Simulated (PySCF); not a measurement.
Hf(OH)3 (H3HfO3), SMILES [OH][Hf]([OH])[OH] (connectivity only; charge and spin as stated), neutral, multiplicity 2. Coordinates come from a PBE0-D3(BJ)/def2-SVP optimisation. The spin state was assumed, not searched. The isomer is the one that the SMILES or the coordinates give; other isomers of the formula were not compared. The def2 effective core potentials stand for the cores of Hf; spin–orbit coupling is left out. Other conformers were not sampled.

Level of theory: PBE0-D3(BJ)/def2-SVP (PySCF).

Harmonic wavenumbers (cm⁻¹): 89, 150, 150, 187, 297, 297, 396, 397, 402, 693, 693, 710, 4048, 4048, 4051. Rotational constants (GHz): 4.963, 4.963, 2.481; symmetry number 6.

Problem. Work out the zero-point energy and the ideal-gas rigid-rotor harmonic-oscillator thermochemistry at 298.15 K and 1 atm.

Solution. ZPE = ½ Σ hcν = ½ × 16608 cm⁻¹ = 23.74 kcal/mol. H − E(el) = 29.09 kcal/mol. Entropy in cal/(mol K): translation 42.19, rotation 22.51, vibration 17.97, spin 1.38, total 84.05. G − E(el) = 4.03 kcal/mol. Cp = 25.84 cal/(mol K). Modes under 150 cm⁻¹ make the vibrational entropy uncertain.
